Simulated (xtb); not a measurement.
C$_{3}$H$_{9}$Al, charge +1, doublet, at a GFN2-xTB geometry of the parent state (such geometries of metal compounds can be far from the true shape) (a state made from the parent by changing its charge; the spin is typed, not shown lowest).

Here is a job for xtb.
```
$ xtb mol.xyz --gfn 0 --chrg 1 --uhf 1 --json

# file mol.xyz
13

Al     0.01377557     0.00536366     0.00111920
C     -1.36712124    -1.42328928    -0.17712821
H     -1.44959113    -1.80169766    -1.20166716
H     -2.36933356    -1.07452599     0.09435791
H     -1.15117922    -2.28740004     0.46050578
C     -0.16027256     1.69622682    -1.04309429
H      0.69676512     1.87264152    -1.70193712
H     -0.23101461     2.58097547    -0.40129179
H     -1.05181885     1.69770984    -1.67955486
C      1.56875030    -0.25747259     1.22286490
H      2.24081454     0.60750024     1.22724421
H      2.17645426    -1.12614197     0.94751257
H      1.26311707    -0.42359105     2.26146089
```

**Question.** Estimate the total energy that xtb with GFN0-xTB returns for this input.

**Answer.** -10.8719 Eh

**Question.** Predict the partial charges in atom order from GFN0-xTB.

**Answer.** Al1 0.39, C2 -0.52, H3 0.24, H4 0.24, H5 0.24, C6 -0.52, H7 0.24, H8 0.24, H9 0.24, C10 -0.52, H11 0.24, H12 0.24, H13 0.24
